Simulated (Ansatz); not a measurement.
Basis-set series for F2H4N2Ti, SMILES `[NH2][Ti]([NH2])([F])[F]`. Charge 0, multiplicity 1. All single points use the PBE0-D4/def2-TZVP geometry. It is one conformer, not always the lowest.

```tsv
functional	basis	functions	energy (Eh)	HOMO (eV)	LUMO (eV)
PBE0-D4	def2-SVP	107	-1160.40996	-7.51	-1.47
PBE0-D4	def2-QZVPP	441	-1160.94566	-7.82	-1.66
ωB97M-V	def2-SVP	107	-1160.76014	-9.88	0.83
ωB97M-V	def2-QZVPP	441	-1161.30360	-10.21	0.34
```

**Question.** Give the rows for def2-TZVPP. (Best estimate.)

**Answer.** Ansatz gave: 
```json
{"functional": "PBE0-D4", "basis": "def2-TZVPP", "functions": "244", "energy (Eh)": "-1160.91190", "HOMO (eV)": "-7.80", "LUMO (eV)": "-1.64"}
{"functional": "ωB97M-V", "basis": "def2-TZVPP", "functions": "244", "energy (Eh)": "-1161.27214", "HOMO (eV)": "-10.18", "LUMO (eV)": "0.65"}
```

Positive LUMOs are unbound and depend on the basis. Scalar relativity is left out up to krypton.
